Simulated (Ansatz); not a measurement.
A reaction path, image by image

AlH$_{3}$Cl$_{2}$O, singlet, from a complex of AlHCl₂O ([OH][Al]([Cl])[Cl]) + H₂ to AlH₃Cl₂O ([OH2][AlH]([Cl])[Cl]); PBE0-D4/def2-SVP (Ansatz 0.2.0). Settings:

```yaml
hamiltonian: {xc: pbe0, dispersion: d4}
neb:
  images: 5
  climbing: true
  max_iterations: 40
  initial_path: idpp
```

First end:

Al1  (-0.384, -0.141, -0.500)
O2  (0.754, 1.043, -0.866)
Cl3  (0.077, -2.171, -0.647)
Cl4  (-2.361, 0.436, -0.232)
H5  (0.336, 0.305, 1.612)
H6  (-0.068, -0.311, 1.778)
H7  (1.646, 0.839, -1.145)
(Å)

Second end:

| atom | x (Å) | y (Å) | z (Å) |
| --- | --- | --- | --- |
| Al1 | -0.6639 | -0.4630 | 0.1728 |
| O2 | 0.7528 | 0.8756 | -0.1379 |
| Cl3 | 0.2556 | -1.9442 | -1.0550 |
| Cl4 | -2.3904 | 0.4315 | -0.6383 |
| H5 | 1.1909 | 1.2206 | 0.6486 |
| H6 | -0.5678 | -0.6231 | 1.7374 |
| H7 | 1.4228 | 0.5027 | -0.7275 |

The ends were relaxed with PBE0-D4 in triple zeta, so they are not quite minima here (largest force components 0.33 and 0.18 eV/Å).

Energies along the converged band: It took 11 iterations. Path lengths are measured after rigid turns and shifts between images are taken out.
| image | path length (Å) | energy (eV) |
| --- | --- | --- |
| 0 | 0.00 | 0.000 |
| 1 | 0.44 | 0.018 |
| 2 | 0.88 | 0.282 |
| 3 (climbing) | 1.33 | 0.743 |
| 4 | 1.83 | 0.224 |
| 5 | 2.33 | -0.037 |
| 6 | 2.83 | -0.111 |
Energies count from the first end.

The images between the ends:
Image 1:
```xyz
7
angstrom
Al -0.4286 -0.2091 -0.4374
O 0.7291 0.9975 -0.7331
Cl 0.0203 -2.2406 -0.6787
Cl -2.4278 0.3532 -0.2430
H 0.4693 0.3770 1.3626
H -0.0005 -0.1184 1.7220
H 1.6382 0.8403 -0.9923
```

Image 2:
```xyz
7
angstrom
Al -0.4759 -0.2599 -0.2937
O 0.7327 0.9577 -0.5084
Cl 0.0148 -2.2475 -0.7396
Cl -2.4830 0.3181 -0.3102
H 0.5375 0.4393 1.1308
H 0.0686 -0.0238 1.5992
H 1.6052 0.8160 -0.8780
```

Image 3:
```xyz
7
angstrom
Al -0.5483 -0.3365 -0.1259
O 0.7584 0.9332 -0.2908
Cl 0.0374 -2.2251 -0.8293
Cl -2.5108 0.3286 -0.4005
H 0.6405 0.5318 0.8949
H 0.0256 -0.0566 1.5085
H 1.5972 0.8245 -0.7568
```

Image 4:
```xyz
7
angstrom
Al -0.6268 -0.4293 0.0272
O 0.7571 0.9343 -0.2188
Cl 0.0712 -2.1815 -0.9233
Cl -2.5082 0.3425 -0.5042
H 0.8771 0.7527 0.7522
H -0.1605 -0.2265 1.5639
H 1.5899 0.8078 -0.6969
```

Image 5:
```xyz
7
angstrom
Al -0.6563 -0.4667 0.1248
O 0.7470 0.9013 -0.1822
Cl 0.1451 -2.0955 -0.9810
Cl -2.4646 0.3557 -0.5928
H 1.0950 0.9929 0.7182
H -0.3610 -0.4029 1.6817
H 1.4950 0.7152 -0.7687
```

The band counts as converged below 0.05 eV/Å. Hardware: 3 CPU threads of an Intel Xeon, shared host. Wall time about 95 s.
